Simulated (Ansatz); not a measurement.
The same molecule with X = O, S, Se. Ansatz, PBE0-D4/def2-TZVP geometries, multiplicity 1. Each molecule was computed in one conformer, which needn't be the lowest.

Scalar relativity is left out up to krypton.

```json
{"X": "O", "molecule": "`C[O][AlH][F]`", "mean X–Al bond length / Å": "1.670", "mean X–C bond length / Å": "1.399", "LUMO energy (PBE0/def2-TZVPP) / eV": "-0.42", "HOMO–LUMO gap (ωB97M-V/def2-TZVPP) / eV": "11.99", "HOMO–LUMO gap (PBE/def2-TZVPP) / eV": "5.75"}
{"X": "S", "molecule": "`C[S][AlH][F]`", "mean X–Al bond length / Å": "2.158", "mean X–C bond length / Å": "1.825", "LUMO energy (PBE0/def2-TZVPP) / eV": "-0.86", "HOMO–LUMO gap (ωB97M-V/def2-TZVPP) / eV": "10.32", "HOMO–LUMO gap (PBE/def2-TZVPP) / eV": "4.63"}
```

(1) Give the row for X = Se, `C[Se][AlH][F]`. (An estimate is asked.)

Results:

(1) Ansatz gave: 
| X | molecule | mean X–Al bond length / Å | mean X–C bond length / Å | LUMO energy (PBE0/def2-TZVPP) / eV | HOMO–LUMO gap (ωB97M-V/def2-TZVPP) / eV | HOMO–LUMO gap (PBE/def2-TZVPP) / eV |
| --- | --- | --- | --- | --- | --- | --- |
| Se | `C[Se][AlH][F]` | 2.290 | 1.967 | -0.94 | 9.87 | 4.33 |

From O to Se the mean X–Al bond length rises at each step, by 0.620 Å in all; the mean X–C bond length rises at each step, by 0.568 Å in all; the LUMO energy (PBE0/def2-TZVPP) falls at each step, by 0.52 eV in all; the HOMO–LUMO gap (ωB97M-V/def2-TZVPP) falls at each step, by 2.12 eV in all; the HOMO–LUMO gap (PBE/def2-TZVPP) falls at each step, by 1.42 eV in all. Bonds lengthen as the atom grows down the group.

Spin–orbit coupling is left out; it splits and shifts lone-pair levels of the heavy atoms by tenths of an eV.
